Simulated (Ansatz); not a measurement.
In8P7Cl3⁻. Total charge -1; doublet. Geometry r2SCAN-D4/def2-SVP, that of the neutral singlet; atoms count from 1.

```
atom   x (Å)   y (Å)   z (Å)
  P1   2.051   3.249   2.933
  P2   0.595   1.366  -1.243
  P3  -2.101   0.829   2.560
  P4  -1.910  -2.831   0.355
  P5   1.688  -1.986   1.852
  P6  -1.728  -1.396  -4.149
  P7   2.289  -2.713  -1.937
 In8  -0.249   2.498   2.928
 In9  -1.542   1.522   0.123
In10  -2.231  -1.565  -1.756
In11   1.888   2.500   0.615
In12   2.021  -0.613  -0.367
In13  -0.673  -1.144   1.959
In14   0.567  -3.287  -0.081
In15   0.427  -2.032  -3.358
Cl16  -1.543   3.941   0.758
Cl17  -3.539   0.656  -1.179
Cl18   3.990   1.007  -0.013
```

In the def2 sets In takes a core potential; there is no spin–orbit coupling. Single mean-field runs in def2-TZVP are fitted with def2-universal-jkfit.

Estimate the Mulliken populations from the PBE0/def2-TZVP orbitals of Ansatz.


```tsv
atom	charge (e)	spin (α − β)
P1	-0.47	0.00
P2	-0.40	-0.01
P3	-0.40	0.01
P4	-0.44	-0.04
P5	-0.45	0.05
P6	-0.45	-0.01
P7	-0.42	-0.04
In8	0.39	0.07
In9	0.50	0.05
In10	0.41	0.15
In11	0.52	0.02
In12	0.43	0.08
In13	0.40	0.07
In14	0.23	0.39
In15	0.31	0.17
Cl16	-0.39	0.00
Cl17	-0.37	0.01
Cl18	-0.39	0.01
```
Mulliken values depend strongly on the basis.

Where does the spin sit?

Summed by element: P -0.03, In 1.01, Cl 0.03, of 1 unpaired in all. Largest on single atoms: In14 0.39, In15 0.17, In10 0.15.

And the Mayer bond orders between heavy atoms (over 0.3)?

P1–In8 1.31 (2.42 Å); P1–In11 1.23 (2.44 Å); P2–In9 0.93 (2.54 Å); P2–In11 0.92 (2.53 Å); P2–In12 0.76 (2.59 Å); P3–In8 0.94 (2.52 Å); P3–In9 0.81 (2.59 Å); P3–In13 0.85 (2.51 Å); P4–In10 1.03 (2.48 Å); P4–In13 0.78 (2.64 Å); P4–In14 0.84 (2.56 Å); P5–In12 0.81 (2.63 Å); P5–In13 0.98 (2.51 Å); P5–In14 0.78 (2.59 Å); P6–In10 1.18 (2.45 Å); P6–In15 1.41 (2.38 Å); P7–In12 0.78 (2.64 Å); P7–In14 0.76 (2.60 Å); P7–In15 1.08 (2.44 Å); In9–Cl16 0.62 (2.50 Å); In9–Cl17 0.56 (2.54 Å); In10–Cl17 0.39 (2.64 Å); In11–Cl18 0.44 (2.65 Å); In12–Cl18 0.49 (2.57 Å).
